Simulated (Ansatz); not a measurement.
`OC1(F)BC1` → `O/C=C/BF`  (isomerisation)

Computed with Ansatz on PBE0-D4/def2-TZVP structures; ΔE is electronic, products minus reactants. CCSD(T)/CBS adds triple-zeta CCSD(T) − MP2 to the extrapolated MP2 energy (def2 sets, frozen cores). DFT in def2-TZVPP. One conformer a species, not always the lowest.

`OC1(F)BC1`:

Z-matrix (Å, degrees):
```
C
F 1 1.377
B 1 1.539 2 119.2
O 1 1.363 2 112.6 3 150.0
C 1 1.514 2 114.8 3 -68.9
H 3 1.183 1 152.2 2 69.5
H 4 0.966 1 108.8 2 75.5
H 5 1.090 1 117.6 2 4.5
H 5 1.088 1 117.4 2 -136.7
```

`O/C=C/BF`:

```xyz
9

O    -1.584   -1.497   -0.103
C    -0.432   -0.864    0.120
C    -0.128    0.409   -0.180
B     1.256    0.924    0.167
F     1.604    2.180   -0.110
H    -2.205   -0.895   -0.529
H     0.286   -1.523    0.600
H    -0.879    1.035   -0.662
H     2.082    0.232    0.698
```

| level | ΔE (eV) |
| --- | --- |
| ωB97X-V | -3.17 |
| BHLYP | -3.44 |

(1) What does CCSD(T)/CBS give? (Estimate.)

Largest T1 diagnostic among the species: 0.014.

Results:

(1) The calculation gave: -3.38 eV. The listed levels differ from it by 0.21, -0.06 eV.

Leaving LDA and LC-ωPBE aside and taking each functional with its dispersion term where it has one, the values, not all of them listed here, spread over 0.30 eV, from B2PLYP to ωB97X-V. LDA lies +0.14 eV from PBE without D4. In def2-TZVPP, CCSD(T) changes the Hartree–Fock value by +0.15 eV (the triples alone add −0.02 eV) and MP2 by +0.11 eV.
